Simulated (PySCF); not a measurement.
Isomers of C2H10N2Si and their computed core-level spectra.

Theory: delta-SCF UKS SCAN, pcX-2 on the ionised atom, pcseg-1 elsewhere, spin-free X2C in PySCF 2.14.0. Geometries: GFN2-xTB; isolated species, one conformer each.

Line lists (1s up to Mg, 2p3/2 beyond; areas count atoms within a level, one atom standing for each set equivalent by bonding):
1. C 1s: 291.45 eV; N 1s: 404.18 eV; Si 2p3/2: 106.53 eV
2. C 1s: 289.98 eV; N 1s: 404.71 (area 1), 405.68 (area 1) eV; Si 2p3/2: 106.32 eV
3. C 1s: 289.62 eV; N 1s: 404.20 eV; Si 2p3/2: 106.33 eV

Structures:
A. `C[Si](C)(N)N`
B. `CN[SiH2]NC`
C. `NN[SiH](C)C`

Task: Match each list to its structure.

Result: 
- 1 = B: another candidate has the same counts of sites, so positions decide. C 1s: 291.45 N-methyl carbon (×2); N 1s: 404.18 silicon-bound nitrogen (×2); Si 2p3/2: 106.53 SiH2 silicon.
- 2 = C: no other candidate has these counts of sites. C 1s: 289.98 Si-methyl carbon (×2); N 1s: 404.71 hydrazine nitrogen, 405.68 hydrazine nitrogen; Si 2p3/2: 106.32 SiH silicon.
- 3 = A: another candidate has the same counts of sites, so positions decide. C 1s: 289.62 Si-methyl carbon (×2); N 1s: 404.20 silicon-bound nitrogen (×2); Si 2p3/2: 106.33 four-coordinate silicon.

2p3/2 and 2p1/2 are the ΔSCF energy of one spin-free 2p hole plus the eigenvalues of a spin–orbit and ligand-field matrix of the shell.
